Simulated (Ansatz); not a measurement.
Abridged output of a molecular run in Ansatz:

```
Functional definition: HF
1482 factors; integrals over basis functions are off by at most 1.2e-3 eV
mean field evaluation 1: about -57537.4708 eV, gradient 3.6e1 eV
mean field evaluation 2: about -57537.7658 eV, gradient 3.6e1 eV
mean field evaluation 4: about -57541.1196 eV, gradient 5.4e0 eV
mean field evaluation 8: about -57541.2026 eV, gradient 3.3e-1 eV
mean field -57541.20319293 eV, -2114.6002145119 hartree, gradient 2.1e-6 eV, S^2 0.000000; 0 other end points of the search recorded, 0 dependent functions left out
13 core orbitals not correlated: weight in the atoms' cores, before any rotation towards them, 1.000 or more for the frozen orbitals, at most 0.000 for the correlated occupied ones
reference -57541.20319293 eV, -2114.6002145119 hartree; 18, 18 occupied and 211, 211 virtual orbitals, 1482 factors
second order -25.50196958 eV of doubles, -0.00000000 eV of singles
cycle   1  -25.10366768 eV  change    4.0e-1 eV  update   1.3e-1
cycle   2  -25.88469737 eV  change   -7.8e-1 eV  update   3.8e-2
cycle   3  -26.03253747 eV  change   -1.5e-1 eV  update   1.8e-2
cycle   4  -26.02272053 eV  change    9.8e-3 eV  update   4.6e-3
cycle   5  -26.02303833 eV  change   -3.2e-4 eV  update   1.9e-3
cycle   6  -26.02388912 eV  change   -8.5e-4 eV  update   5.2e-4
cycle   7  -26.02380097 eV  change    8.8e-5 eV  update   2.1e-4
cycle   8  -26.02375524 eV  change    4.6e-5 eV  update   7.4e-5
cycle   9  -26.02378057 eV  change   -2.5e-5 eV  update   3.4e-5
perturbative correction -1.15651743 eV, -0.0425012317 hartree
Total energy: -57568.38349094 eV, -2115.5990720402 hartree
```

Its atoms:

```xyz
10

O     2.649    0.454    1.677
C     1.530    0.074    1.113
C     0.504   -0.355    0.659
C    -0.730   -0.812    0.066
Ga   -1.401    0.387   -1.369
H     2.954    1.276    1.276
H    -1.532   -0.898    0.809
H    -0.625   -1.810   -0.376
H    -0.614    1.691   -1.747
H    -2.735   -0.006   -2.107
```

Which basis set was used?
A. cc-pV(Q+d)Z
B. def2-SVPD
C. def2-TZVPP
D. def2-QZVPP

C. It gives 242 functions.

Write the keys of the input that set method, charge and spin (a neutral closed shell needs none for the last two).


```yaml
correlation: {method: ccsd_t}
```
